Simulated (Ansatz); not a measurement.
Molecule: sum formula H$_{3}$BNO, charge 0, multiplicity 2. It need not be the lowest isomer of its formula. 
Structure (B3LYP-D3(BJ)/def2-TZVP (Ansatz, an electronic-structure program) minimum search):
```
B
O 1 1.3520
H 2 0.9694 1 116.63
N 1 1.3958 2 128.37 3 0.00
H 4 1.0044 1 122.29 2 180.00
H 4 1.0128 5 113.56 1 180.00
```
Charge 0, spin multiplicity 2.

Basis-set convergence of Hartree-Fock and CCSD(T) correlation energies (hartree) with Ansatz. Valence correlation only, unless marked. UHF or UKS for open shells. Spin-orbit coupling is left out. No relativistic terms.

```json
[
 {"basis": "cc-pVDZ", "functions": "57", "E(HF)": "-155.78477", "E(corr, CCSD(T))": "-0.45263"},
 {"basis": "cc-pVTZ", "functions": "132", "E(HF)": "-155.83900", "E(corr, CCSD(T))": "-0.56551"},
 {"basis": "cc-pVQZ", "functions": "255", "E(HF)": "-155.85144", "E(corr, CCSD(T))": "-0.60248"},
 {"basis": "cc-pV5Z", "functions": "438", "E(HF)": "-155.85450", "E(corr, CCSD(T))": "-0.61499"}
]
```

Extrapolating the two largest sets (X = 4 and 5) as X^-3: E(corr) = (125·(-0.61499) - 64·(-0.60248))/61 = -0.6281 Eh, an estimate of the basis-set limit. The largest set recovers 97.9 % of it, the smallest 72.1 %.
